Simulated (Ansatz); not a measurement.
A CCSD(T) single point on CH4AlClOSe.

```yaml
crystal:
  periodic: [false, false, false]
  atoms:
    - {symbol: O, position_ang: [-1.106617, -0.413887, 1.300014]}
    - {symbol: C, position_ang: [-0.595481, -0.624565, 0.125394]}
    - {symbol: Al, position_ang: [1.331516, -0.245238, -0.402917]}
    - {symbol: Cl, position_ang: [-1.741628, -1.223794, -1.021362]}
    - {symbol: Se, position_ang: [0.076370, 1.788397, -0.919222]}
    - {symbol: H, position_ang: [-2.077528, -0.452643, 1.297822]}
    - {symbol: H, position_ang: [2.259741, -0.115937, 0.875878]}
    - {symbol: H, position_ang: [1.681023, -1.050743, -1.721482]}
    - {symbol: H, position_ang: [0.261103, 2.292110, 0.448675]}
basis:
  gaussian: {orbitals: def2-TZVPP}
correlation: {method: ccsd_t}
output: {orbitals: {seedname: orbitals}}
```

```sh
$ ansatz run in.yaml --threads 4 --pin off --events-out ev --progress --plain --max-ram 10444MiB
```

Log, shortened:

```
Functional definition: HF
1530 factors; integrals over basis functions are off by at most 1.2e-3 eV
mean field evaluation 1: about -87518.7170 eV, gradient 3.1e1 eV
mean field evaluation 2: about -87519.0288 eV, gradient 3.1e1 eV
mean field evaluation 4: about -87521.6092 eV, gradient 4.2e0 eV
mean field evaluation 8: about -87521.6984 eV, gradient 4.4e-1 eV
mean field evaluation 16: about -87521.7001 eV, gradient 2.7e-6 eV
mean field -87521.70008207 eV, -3216.3631536770 hartree, gradient 2.7e-6 eV, S^2 0.000000; 0 other end points of the search recorded, 0 dependent functions left out
21 core orbitals not correlated: weight in the atoms' cores, before any rotation towards them, 1.000 or more for the frozen orbitals, at most 0.000 for the correlated occupied ones
reference -87521.70008207 eV, -3216.3631536770 hartree; 20, 20 occupied and 209, 209 virtual orbitals, 1530 factors
second order -25.80096992 eV of doubles, -0.00000000 eV of singles
cycle   1  -26.03898417 eV  change   -2.4e-1 eV  update   1.3e-1
cycle   2  -26.74510039 eV  change   -7.1e-1 eV  update   4.3e-2
cycle   3  -26.93994847 eV  change   -1.9e-1 eV  update   2.7e-2
cycle   4  -26.92465274 eV  change    1.5e-2 eV  update   8.7e-3
cycle   5  -26.91491090 eV  change    9.7e-3 eV  update   5.6e-3
cycle   6  -26.91768553 eV  change   -2.8e-3 eV  update   2.3e-3
cycle   7  -26.91718011 eV  change    5.1e-4 eV  update   1.3e-3
cycle   8  -26.91698362 eV  change    2.0e-4 eV  update   5.6e-4
cycle   9  -26.91732491 eV  change   -3.4e-4 eV  update   2.5e-4
cycle  10  -26.91728523 eV  change    4.0e-5 eV  update   7.3e-5
cycle  11  -26.91726587 eV  change    1.9e-5 eV  update   3.5e-5
perturbative correction -1.18046643 eV, -0.0433813411 hartree
Total energy: -87549.79781436 eV, -3217.3957262935 hartree
```

Run time 2.6 min (4 threads of an Intel Xeon Platinum 8259CL on a shared host); peak host memory 5.2 GiB.

Correlation energy per correlated electron: -0.702 eV. T1 diagnostic: 0.0155.
